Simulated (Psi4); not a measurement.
BF$_{3}$, charge +1, doublet, at a GFN2-xTB geometry (a state made from the parent by changing its charge; the spin is typed, not shown lowest). Base run: BLYP/def2-SVP run with Psi4.

Geometry (Å):
```xyz
4

B      0.0235    -0.0112     0.0106
F     -1.1117    -0.6666    -0.0186
F     -0.0144     1.2015    -0.4866
F      1.1131    -0.5287     0.4994
```
Charge +1, spin multiplicity 2.
Orbitals are unrestricted.
All else is at Psi4's defaults (density fitting).
Base energy -323.75737 Eh.

Variants of this job, named by their change:

| change | ΔE vs base (mEh) | SCF cycles | grid points | basis functions |
|---|---|---|---|---|
| base | 0.000 | 10 | 87637 | 56 |
| d_convergence = 1e-4 | 0.001 | 7 | 87637 | 56 |
| basis_guess = true | 0.000 | 1 | 87637 | 56 |
| dft_radial_scheme = becke | -0.001 | 10 | 76566 | 56 |
| guess = modhuckel | 0.000 | 13 | 87637 | 56 |
| level_shift = 0.3 | 0.000 | 14 | 87637 | 56 |
| dft_spherical_points = 434 | 0.025 | 10 | 125879 | 56 |
| dft_spherical_points = 590 | 0.025 | 10 | 171049 | 56 |
| dft_radial_points = 50 | -0.012 | 10 | 59252 | 56 |
| dft_radial_points = 35 | -0.117 | 10 | 41583 | 56 |
| dft_nuclear_scheme = stratmann | 0.029 | 10 | 81931 | 56 |
| soscf = true | 0.000 | 7 | 87637 | 56 |
| scf_type = dfdirj+link | 0.000 | 10 | 87637 | 56 |

Open shells are given as the SCF converged; they aren't shown to be the lowest states, and a large step between rows can be another state.
